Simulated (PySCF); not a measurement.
CLiN, SMILES [C][N][Li] (connectivity only; charge and spin as stated), neutral, multiplicity 1. Atoms are numbered in the order given.

```xyz
3

Li     0.0000     0.0000     1.8816
C      0.0000     0.0000    -1.0709
N      0.0000     0.0000     0.1116
```
Charge 0, spin multiplicity 1.

Geometry: PBE-D3(BJ)/def2-TZVPD.

Computed with B3LYP/def2-TZVPD run with PySCF.

Isolated molecule, no solvent.

Estimate the frontier levels, gap, dipole moment and polarisability. (The exact figures need the calculation; the answer reports its results.)


- highest occupied level: -6.71 eV
- lowest empty level: -1.77 eV
- orbital gap: 4.94 eV
- dipole moment: 8.87 D
- quadrupole, principal values (traceless, Buckingham form, about the centre of nuclear charge): -5.92, -5.92, 11.83 D·Å
- mean static polarisability: 25.2 bohr³ (3.74 Å³)
- polarisability, principal values: 21.4, 21.4, 32.9 bohr³
